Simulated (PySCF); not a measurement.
Spectrum to structure. Computed, not measured: TDDFT CAM-B3LYP/def2-SVPD, vertical, gas phase, core orbitals frozen in the response, def2 core potentials past Kr in PySCF. Geometries: PBE0-D3(BJ)/def2-SVP, one conformer each. Atoms past krypton carry core potentials; spin–orbit coupling is left out. The highest level found (8.70 eV, f 0.062 so far) is left out, since the window may have cut off a degenerate partner.

```csv
state,ν̃ (cm⁻¹),f,"main configurations (H = HOMO, L = LUMO)"
S1,56030,0.379,H→L (95%)
S2,61950,0.0000,H-2→L (87%)
S3,62940,0.0070,"H-4→L (58%), H-5→L (18%)"
S4,63010,0.0090,"H-3→L (64%), H-6→L (13%)"
S5,64730,0.022,"H-6→L (56%), H-1→L (20%), H-3→L (8%)"
S6,65030,0.037,"H-5→L (64%), H-4→L (16%)"
S7,66000,0.025,"H-1→L (71%), H-6→L (15%)"
S8,67390,0.023,"H-7→L (60%), H→L+1 (19%)"
S9,68880,0.095,"H→L+1 (65%), H-7→L (12%)"
```

Orbital energies (eV): HOMO-3 -12.83, HOMO-2 -12.77, HOMO-1 -12.60, HOMO -11.01, LUMO -1.15, LUMO+1 0.68, LUMO+2 0.96.

Problem. Which structure fits?
A. `CC#C[SiH2]F`
B. `C[CH2][Sn]([F])([F])[F]`
C. `C1C(C1)[SiH2]F`

Solution. B. Its S1 lies at 6.95 eV; the nearest of the others has S1 at 7.76 eV. S1 is HOMO→LUMO (95%). Löwdin shares by element: HOMO carbon 42%, tin 15%, fluorine 9% or more (atoms not listed hold the other 34%); LUMO tin 38%, fluorine 23% or more, carbon 20% or more (atoms not listed hold the other 20%). At the same level the other candidates give, for their lowest levels:
- `CC#C[SiH2]F`: 5.60 eV (f 0.000); 6.02 eV (f 0.004); 6.20 eV (f 0.000); 7.39 eV (f 0.004); 7.55 eV (f 0.015); T1 4.80 eV; HOMO -9.30, LUMO 0.44 eV
- `F[SiH2]C1CC1`: 7.76 eV (f 0.007); 8.12 eV (f 0.037); 8.25 eV (f 0.006); 8.41 eV (f 0.012); 8.55 eV (f 0.043); T1 7.43 eV; HOMO -9.95, LUMO 1.10 eV

Orbitals of the list HOMO-3 to LUMO+2 that lie within 0.01 eV of each other are written together with a slash and their weights summed (≥ marks a lower bound); for degenerate orbitals outside that list single weights are arbitrary.
Triplets come from the Tamm–Dancoff approximation.
